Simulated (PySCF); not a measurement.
AlF₂, doublet, at a GFN2-xTB geometry (such geometries of metal compounds can be far from the true shape); PySCF with DF-HF/aug-cc-pVTZ.

Input for PySCF:
```python
from pyscf import gto, scf
import numpy

mol = gto.M(
    atom='''
Al   -0.004514    0.349223    0.001953
F     1.554844   -0.232160   -0.001251
F    -1.548323   -0.272273   -0.001571
''',
    basis='aug-cc-pvtz',
    charge=0,
    spin=1,
    verbose=4,
)
print('smallest overlap eigenvalue', numpy.linalg.eigvalsh(mol.intor('int1e_ovlp'))[0])

mf = scf.UHF(mol)
mf = mf.density_fit(auxbasis='def2-universal-jkfit')
mf = scf.addons.remove_linear_dep_(mf, threshold=1e-4, lindep=1e-4)
mf.kernel()
mf.analyze()
```

It wrote (shortened):

```
PySCF version 2.14.0

[INPUT] verbose = 4
[INPUT] num. atoms = 3
[INPUT] num. electrons = 31
[INPUT] charge = 0
[INPUT] spin (= nelec alpha-beta = 2S) = 1
[INPUT] symmetry False subgroup None
[INPUT] Mole.unit = angstrom
[INPUT] Symbol           X                Y                Z      unit          X                Y                Z       unit  Magmom
[...]
nuclear repulsion = 88.2175102164052
number of shells = 39
number of NR pGTOs = 191
number of NR cGTOs = 142
basis = aug-cc-pvtz
ecp = {}
input.py:19: DeprecationWarning: remove_linear_dep_ is deprecated and will be removed in a future release. Linear dependency handling is now built into the SCF procedure by default. Linear dependency removal can be controlled using the following settings:
  pyscf.scf.hf.remove_overlap_zero_eigenvalue = True
  pyscf.scf.hf.overlap_zero_eigenvalue_threshold = 1e-6

  mf = scf.addons.remove_linear_dep_(mf, threshold=1e-4, lindep=1e-4)
smallest overlap eigenvalue 0.0006030063337830911

******** <class 'pyscf.df.df_jk.DFUHF'> ********
method = DFUHF
initial guess = minao
damping factor = 0
level_shift factor = 0
DIIS = <class 'pyscf.scf.diis.CDIIS'>
diis_start_cycle = 1
diis_space = 8
diis_damp = 0
SCF conv_tol = 1e-09
SCF conv_tol_grad = None
SCF max_cycles = 50
direct_scf = False
number electrons alpha = 16  beta = 15
Set gradient conv threshold to 3.16228e-05
******** <class 'pyscf.df.df.DF'> ********
auxbasis = def2-universal-jkfit
init E= -440.747286621243

cycle= 1 E= -440.897354411268  delta_E= -0.15  |g|= 0.495  |ddm|= 0.892
cycle= 2 E= -440.961954490337  delta_E= -0.0646  |g|= 0.372  |ddm|= 0.423
cycle= 3 E= -441.000349227403  delta_E= -0.0384  |g|= 0.0348  |ddm|= 0.132
cycle= 4 E= -441.003221516971  delta_E= -0.00287  |g|= 0.0158  |ddm|= 0.08
cycle= 5 E= -441.003935140321  delta_E= -0.000714  |g|= 0.00626  |ddm|= 0.0419
cycle= 6 E= -441.004046917924  delta_E= -0.000112  |g|= 0.00198  |ddm|= 0.0187
cycle= 7 E= -441.004053975972  delta_E= -7.06e-06  |g|= 0.000461  |ddm|= 0.00497
cycle= 8 E= -441.004054233697  delta_E= -2.58e-07  |g|= 0.000154  |ddm|= 0.000776
cycle= 9 E= -441.004054266274  delta_E= -3.26e-08  |g|= 5.86e-05  |ddm|= 0.000251
cycle= 10 E= -441.004054272271  delta_E= -6e-09  |g|= 2.2e-05  |ddm|= 0.000103
cycle= 11 E= -441.004054273041  delta_E= -7.69e-10  |g|= 7.73e-06  |ddm|= 3.35e-05
Extra cycle  E= -441.004054273106  delta_E= -6.5e-11  |g|= 4.75e-06  |ddm|= 7.97e-06
converged SCF energy = -441.004054273106  <S^2> = 0.75174078  2S+1 = 2.00174
**** SCF Summaries ****
Total Energy =                        -441.004054273105908
Nuclear Repulsion Energy =              88.217510216405202
One-electron Energy =                 -792.323310584022920
Two-electron Energy =                  263.101746094511725
Two-electron Coulomb Energy =          301.574330351690094
DFT Exchange-Correlation Energy =      -38.472584257178369
**** MO energy ****
                             alpha | beta                alpha | beta
[...]
To work with the spin densities directly, `use mulliken_meta_spin()` only printing them here.

 ** Mulliken spin pop alpha/beta on meta-lowdin orthogonal AOs **
 ** Mulliken Spin Density (per AO)  **
spin_pop of  0 Al 1s        0.00001
spin_pop of  0 Al 2s        0.00054
spin_pop of  0 Al 3s        0.62822
spin_pop of  0 Al 4s        0.00500
spin_pop of  0 Al 5s       -0.00001
spin_pop of  0 Al 6s        0.00012
spin_pop of  0 Al 2px       0.00000
spin_pop of  0 Al 2py       0.00000
spin_pop of  0 Al 2pz      -0.00001
spin_pop of  0 Al 3px      -0.00727
spin_pop of  0 Al 3py       0.26614
spin_pop of  0 Al 3pz       0.00909
spin_pop of  0 Al 4px      -0.00050
spin_pop of  0 Al 4py       0.00094
spin_pop of  0 Al 4pz       0.00020
spin_pop of  0 Al 5px      -0.00001
spin_pop of  0 Al 5py       0.00023
spin_pop of  0 Al 5pz       0.00007
spin_pop of  0 Al 6px       0.00002
spin_pop of  0 Al 6py       0.00014
spin_pop of  0 Al 6pz       0.00000
spin_pop of  0 Al 3dxy      0.00016
spin_pop of  0 Al 3dyz     -0.00030
[...]
spin_pop of  0 Al 5f-1      0.00000
spin_pop of  0 Al 5f+0     -0.00000
spin_pop of  0 Al 5f+1      0.00000
spin_pop of  0 Al 5f+2     -0.00000
spin_pop of  0 Al 5f+3      0.00001
spin_pop of  1 F 1s       -0.00000
spin_pop of  1 F 2s        0.00815
spin_pop of  1 F 3s        0.00102
spin_pop of  1 F 4s        0.00024
spin_pop of  1 F 5s        0.00115
spin_pop of  1 F 2px       0.01766
spin_pop of  1 F 2py       0.01253
spin_pop of  1 F 2pz      -0.00471
spin_pop of  1 F 3px      -0.00018
spin_pop of  1 F 3py       0.00248
spin_pop of  1 F 3pz      -0.00001
spin_pop of  1 F 4px       0.00107
spin_pop of  1 F 4py      -0.00006
spin_pop of  1 F 4pz      -0.00000
spin_pop of  1 F 5px       0.00022
spin_pop of  1 F 5py       0.00005
spin_pop of  1 F 5pz       0.00000
spin_pop of  1 F 3dxy      0.00023
spin_pop of  1 F 3dyz      0.00001
spin_pop of  1 F 3dz^2     0.00006
spin_pop of  1 F 3dxz      0.00003
spin_pop of  1 F 3dx2-y2    0.00008
spin_pop of  1 F 4dxy      0.00025
spin_pop of  1 F 4dyz      0.00000
spin_pop of  1 F 4dz^2     0.00002
spin_pop of  1 F 4dxz     -0.00001
spin_pop of  1 F 4dx2-y2    0.00000
spin_pop of  1 F 5dxy      0.00006
spin_pop of  1 F 5dyz      0.00000
spin_pop of  1 F 5dz^2     0.00001
spin_pop of  1 F 5dxz      0.00000
spin_pop of  1 F 5dx2-y2    0.00004
spin_pop of  1 F 4f-3      0.00004
spin_pop of  1 F 4f-2      0.00000
spin_pop of  1 F 4f-1      0.00000
spin_pop of  1 F 4f+0      0.00000
spin_pop of  1 F 4f+1      0.00001
spin_pop of  1 F 4f+2     -0.00000
spin_pop of  1 F 4f+3      0.00000
spin_pop of  1 F 5f-3      0.00005
spin_pop of  1 F 5f-2      0.00000
spin_pop of  1 F 5f-1      0.00000
spin_pop of  1 F 5f+0      0.00000
spin_pop of  1 F 5f+1      0.00001
spin_pop of  1 F 5f+2     -0.00000
spin_pop of  1 F 5f+3      0.00000
spin_pop of  2 F 1s       -0.00000
spin_pop of  2 F 2s        0.00815
spin_pop of  2 F 3s        0.00102
spin_pop of  2 F 4s        0.00024
spin_pop of  2 F 5s        0.00115
spin_pop of  2 F 2px       0.01683
spin_pop of  2 F 2py       0.01336
spin_pop of  2 F 2pz      -0.00471
spin_pop of  2 F 3px      -0.00018
spin_pop of  2 F 3py       0.00247
spin_pop of  2 F 3pz      -0.00001
spin_pop of  2 F 4px       0.00107
spin_pop of  2 F 4py      -0.00006
spin_pop of  2 F 4pz      -0.00000
spin_pop of  2 F 5px       0.00022
spin_pop of  2 F 5py       0.00005
spin_pop of  2 F 5pz       0.00000
spin_pop of  2 F 3dxy      0.00024
spin_pop of  2 F 3dyz      0.00001
spin_pop of  2 F 3dz^2     0.00006
spin_pop of  2 F 3dxz      0.00003
spin_pop of  2 F 3dx2-y2    0.00007
spin_pop of  2 F 4dxy      0.00025
spin_pop of  2 F 4dyz      0.00000
spin_pop of  2 F 4dz^2     0.00002
spin_pop of  2 F 4dxz     -0.00001
spin_pop of  2 F 4dx2-y2    0.00000
spin_pop of  2 F 5dxy      0.00006
spin_pop of  2 F 5dyz      0.00000
spin_pop of  2 F 5dz^2     0.00001
spin_pop of  2 F 5dxz      0.00000
spin_pop of  2 F 5dx2-y2    0.00004
spin_pop of  2 F 4f-3      0.00004
spin_pop of  2 F 4f-2      0.00000
spin_pop of  2 F 4f-1      0.00001
spin_pop of  2 F 4f+0      0.00000
spin_pop of  2 F 4f+1      0.00001
spin_pop of  2 F 4f+2     -0.00000
spin_pop of  2 F 4f+3      0.00000
spin_pop of  2 F 5f-3      0.00005
spin_pop of  2 F 5f-2      0.00000
spin_pop of  2 F 5f-1      0.00001
spin_pop of  2 F 5f+0      0.00000
spin_pop of  2 F 5f+1      0.00001
spin_pop of  2 F 5f+2     -0.00000
spin_pop of  2 F 5f+3      0.00001
 ** Mulliken Spin Density (per atom)  **
spin density of  0 Al =      0.91887
spin density of  1 F =      0.04056
spin density of  2 F =      0.04056
 ** Mulliken pop alpha/beta on meta-lowdin orthogonal AOs **
 ** Mulliken pop       alpha | beta **
In total            16.00000 | 15.00000
 ** Mulliken atomic charges   ( Nelec_alpha | Nelec_beta ) **
charge of  0Al =      1.23269  (     6.34309      5.42422 )
charge of  1F =     -0.61635  (     4.82845      4.78789 )
charge of  2F =     -0.61635  (     4.82846      4.78789 )
Dipole moment(X, Y, Z, Debye): -0.00830,  0.64220,  0.00359
```
